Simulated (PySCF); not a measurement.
C5H9O (SMILES C[CH]CC(C)=O), doublet, at a GFN2-xTB geometry. Base run: PBE0/3-21G in PySCF.

Geometry (Å):
```xyz
15

C      2.0169     0.8029    -0.4814
C      1.3342    -0.3000     0.2262
C      0.1805    -0.0974     1.1155
C     -0.9394    -0.3350     0.0970
C     -1.4191     0.9092    -0.6052
O     -1.3599    -1.4417    -0.1467
H      3.0994     0.6692    -0.4220
H      1.7713     0.8179    -1.5498
H      1.7631     1.7707    -0.0527
H      1.5872    -1.3109    -0.0454
H      0.1351     0.9071     1.5321
H      0.1228    -0.8534     1.8987
H     -2.0548     0.6387    -1.4447
H     -0.5844     1.5103    -0.9534
H     -1.9983     1.5065     0.0982
```
Charge 0, spin multiplicity 2.
Orbitals are unrestricted.
All else is at PySCF's defaults.
Base energy -269.30223 Eh.

The base run was repeated with changes; each row names its change, and settings that it needs were set with it.

```
change                                                                            ΔE vs base (mEh)  SCF cycles  <S^2>        outcome
--------------------------------------------------------------------------------  ----------------  ----------  -----  -------------
base                                                                                         0.000          14  0.758      converged
damp = 0.5; diis_start_cycle = 5                                                             0.000          15  0.758      converged
conv_tol = 1e-7                                                                              0.000          11  0.758      converged
init_guess = atom                                                                            0.000          13  0.758      converged
diis = off; damp = 0.3 (with mf.diis_start_cycle = 200; with mf.max_cycle = 150)                 -         150      -  not converged
solver = newton                                                                              0.000           -  0.758      converged
level_shift = 0.1 (with mf.max_cycle = 100)                                                  0.000          14  0.758      converged
diis_space = 2                                                                               0.000          21  0.758      converged
init_guess = mod_huckel                                                                      0.000          17  0.758      converged
diis_space = 4                                                                               0.000          14  0.758      converged
solver = newton; init_guess = 1e                                                             0.000           -  0.758      converged
level_shift = 0.3 (with mf.max_cycle = 100)                                                  0.000          20  0.758      converged
init_guess = vsap                                                                            0.000          14  0.758      converged
```

Open shells are given as the SCF converged; they aren't shown to be the lowest states, and a large step between rows can be another state.
